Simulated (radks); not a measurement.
Q: Sm39+, configuration [Ar] 3d5 (the NIST ground configuration). Calculated with a radial shooting solver on a logarithmic mesh with Libxc functionals: Dirac Kohn-Sham, PBE, spin-unpolarised, spherical densities, finite nucleus; open shells fill j = l - 1/2 first; Fermi nuclear charge, rms radius 5.0819 fm. Some entries of the table are withheld. Estimate them.

orbital,occ.,eigenvalue (hartree),<1/r> (bohr^-1),<r^2> (bohr^2)
1s1/2,2,-1787.440,68.81,0.0007048
2s1/2,2,-352.0271,16.44,0.01092
2p1/2,2,-338.0043,(1),0.007945
2p3/2,4,-315.6250,(2),0.009153
3s1/2,2,-125.2199,(3),0.06707
3p1/2,2,-119.5520,(4),0.06166
3p3/2,4,-114.4210,(5),0.06734
3d3/2,4,-105.3442,5.655,(6)
3d5/2,1,-104.1688,5.541,(7)
4s1/2,0,-62.83724,(8),0.2504
4p1/2,0,-60.43608,3.129,0.2466
4p3/2,0,-58.63256,2.969,0.2622

A: 
(1) 2p1/2 <1/r> (bohr^-1): 16.40
(2) 2p3/2 <1/r> (bohr^-1): 14.63
(3) 3s1/2 <1/r> (bohr^-1): 6.304
(4) 3p1/2 <1/r> (bohr^-1): 6.229
(5) 3p3/2 <1/r> (bohr^-1): 5.777
(6) 3d3/2 <r^2> (bohr^2): 0.05172
(7) 3d5/2 <r^2> (bohr^2): 0.05324
(8) 4s1/2 <1/r> (bohr^-1): 3.177
